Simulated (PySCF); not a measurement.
C3H5BO3, SMILES B1(CO)C(=O)OC1. Atoms are numbered in the order given.

```xyz
12

O     -0.4764     1.9716    -0.4554
C     -0.6818     0.8246    -0.1852
O     -1.9201     0.2505     0.0277
C     -1.4161    -1.1094     0.3086
B      0.0652    -0.5819     0.1148
C      1.5325    -1.0231     0.2979
O      2.5264    -0.1612    -0.2144
H     -1.8011    -1.8302    -0.4319
H     -1.7202    -1.4397     1.3156
H      1.6297    -1.1745     1.4069
H      1.7061    -2.0366    -0.1105
H      2.2120     0.7504    -0.1448
```

The structure is a stationary point at B3LYP-D3(BJ)/def2-SVP. This is a generated structure with no PubChem entry under its InChIKey; it may be hypothetical. One conformer was computed; it need not be the lowest.

All values below come from PBE0/pcSseg-1 (PySCF).

GIAO shieldings, no solvent; atoms listed in one row are averaged. δ = σ(ref) − σ: ¹⁷O against H2O (σ = 334.2 ppm); ¹³C against TMS (σ = 186.3 ppm); ¹¹B against BF3 (σ = 88.8 ppm); ¹H against TMS (σ = 31.56 ppm), references at their B3LYP-D3(BJ)/def2-TZVP geometries, non-relativistic.

Computed chemical shifts:
```
nucleus   atoms  count  δ (ppm)
-------  ------  -----  -------
¹⁷O          O1      1    527.4
¹⁷O          O3      1    336.3
¹⁷O          O7      1      1.2
¹³C          C2      1    181.5
¹³C          C4      1     67.9
¹³C          C6      1     65.0
¹¹B          B5      1     79.9
¹H          H11      1     4.86
¹H          H10      1     4.70
¹H       H8, H9      2     4.37
¹H          H12      1     1.26
```
